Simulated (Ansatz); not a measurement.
Z-matrix (Å, degrees):
```
C
In 1 2.139
H 1 1.090 2 111.7
H 1 1.090 2 109.0 3 121.6
H 1 1.092 2 108.7 3 -120.5
C 2 2.139 1 136.7 3 15.7
I 2 2.705 1 111.7 3 -165.1
H 6 1.090 2 111.7 1 -14.0
H 6 1.091 2 108.6 1 106.6
H 6 1.090 2 108.9 1 -135.6
```

Charge 0, multiplicity 1. In, I: def2 effective core potential.

(1) List the r2SCAN/def2-TZVPP orbital energies in eV (the Gaussian-basis code of Ansatz). (Best estimate.)

## Answers

(1) The calculation gave: Occupied: -273.09, -273.09, -183.71, -129.75, -129.62, -129.58, -125.68, -82.41, -82.17, -82.01, -49.53, -49.49, -49.46, -49.35, -49.35, -19.90, -19.66, -19.60, -19.57, -19.47, -17.71, -17.64, -16.89, -10.41, -10.38, -10.30, -10.22, -10.11, -7.19, -7.01, -6.42, -6.10. Lowest empty: -1.83, -1.20, 0.30, 0.88, 1.60, 1.80, 2.21, 2.91.
